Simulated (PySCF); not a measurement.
**Radial density of Nd³⁺ (neodymium, charge +3)**

BHandHLYP, [Xe] 4f3, one real determinant. All numbers are calculated (PySCF 2.14, scalar relativity by spin-free X2C-1e, in ANO-RCC-VTZP).

| r (bohr) | 4πr²ρ (e/bohr) | 4πr²(ρα − ρβ) |
| --- | --- | --- |
| 0.0203 | 77.07 | 0.0014 |
| 0.0341 | 69.68 | 0.0033 |
| 0.0573 | 96.64 | 0.0054 |
| 0.0965 | 92.86 | 0.0066 |
| 0.162 | 82.39 | 0.1067 |
| 0.273 | 70.06 | 0.7540 |
| 0.459 | 35.92 | 2.5355 |
| 0.772 | 28.08 | 3.0495 |
| 1.30 | 9.741 | 1.3331 |
| 2.18 | 2.749 | 0.1334 |
| 3.67 | 0.06407 | 0.0002 |
| 6.18 | 0.0004263 | 0.0004 |
| 10.4 | 2.983e-05 | 0.0000 |

Densities and radii are taken from the X2C orbitals without a picture-change correction, which distorts them close to the nucleus.

⟨L²⟩ = 34.01 against 42 for a pure I term, so this real determinant mixes terms. Spin-orbit coupling, absent here, splits the open shell strongly.
